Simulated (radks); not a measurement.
The numbers below are computed, except where a source is named.
Q: These are the eigenvalues of the occupied orbitals of an atom or ion with whole-number occupations (hartree). Code: a radial shooting solver on a logarithmic mesh with Libxc functionals. Model: scalar-relativistic Kohn-Sham, r2SCAN, spin-polarised, spherical densities, finite nucleus; meta-GGA in the generalised Kohn-Sham scheme; Fermi nuclear charge, rms radius of each element as measured or else 0.836 A^(1/3) + 0.57 fm.

| orbital | eigenvalue |
|---|---|
| 1s down | -3194.757 |
| 1s up | -3194.757 |
| 2s up | -607.7900 |
| 2s down | -607.7881 |
| 2p up | -529.1713 |
| 2p down | -529.1692 |
| 3s up | -180.4249 |
| 3s down | -180.2888 |
| 3p up | -157.6643 |
| 3p down | -157.5254 |
| 3d up | -134.1712 |
| 3d down | -134.0649 |
| 4s up | -72.25118 |
| 4s down | -72.06272 |
| 4p up | -64.22313 |
| 4p down | -64.04487 |
| 4d up | -55.06823 |
| 4d down | -54.88539 |
| 4f up | -45.61504 |

Which element is it, and in what charge state? The configuration may be excited. Open shells, if any, are filled with parallel spins first.

A: Z = 81, thallium, charge +33: Tl33+ in [Kr] 4d10 4f2. The list shows which subshells hold electrons but not how many an open one holds; the 1s level, -3194.8 hartree, gives Z - s = 79.9 by -(Z - s)^2/2, which with screening and relativity narrows Z to a few neighbours, and the depths of the outer levels then fix element, charge and occupations together.
